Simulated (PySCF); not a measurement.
## One change at a time: excitation energies

Computed, not measured: TDDFT PBE0/def2-SVPD, vertical, gas phase, core orbitals frozen in the response in PySCF. Geometries: GFN2-xTB; one conformer of each isolated species. Triplets are in the Tamm–Dancoff approximation.

Parent: `CCCC(=O)Cl` (butyryl chloride), with lowest singlet excitation energy 5.23 eV, LUMO energy -1.11 eV, HOMO energy -8.60 eV, S1–T1 gap 0.55 eV, lowest triplet energy 4.68 eV. Its spectrum: 5.23 eV (f 0.000); 6.37 eV (f 0.000); 6.88 eV (f 0.015); 7.72 eV (f 0.025); 7.88 eV (f 0.001).

Q: Give the shifts from the parent for: H replaced by F (`CC[C@H](F)C(=O)Cl`); H replaced by CH3 (`CC(C)CC(=O)Cl`); H replaced by OCH3 (`CO[C@@H](C)CC(=O)Cl`).

A: 

```
            change               SMILES  Δ S1 (eV)  Δ LUMO (eV)  Δ HOMO (eV)  Δ S1−T1 (eV)  Δ T1 (eV)
   H replaced by F    CC[C@H](F)C(=O)Cl      -0.26        -0.46        -0.11         +0.01      -0.27
 H replaced by CH3        CC(C)CC(=O)Cl      -0.02        -0.03        +0.02         -0.01      -0.01
H replaced by OCH3  CO[C@@H](C)CC(=O)Cl      -0.17        -0.22        +0.72         -0.04      -0.13
```

S1 falls most with H replaced by F (-0.26 eV); all changes lower it. S1 is simply the lowest singlet of each species and needn't be the same kind of state throughout.

Lowest levels of each derivative:
- `CC[C@H](F)C(=O)Cl`: 4.97 eV (f 0.002); 6.25 eV (f 0.002); 6.80 eV (f 0.020)
- `CC(C)CC(=O)Cl`: 5.21 eV (f 0.000); 6.30 eV (f 0.000); 6.85 eV (f 0.015)
- `CO[C@@H](C)CC(=O)Cl`: 5.06 eV (f 0.005); 5.65 eV (f 0.054); 6.38 eV (f 0.011)
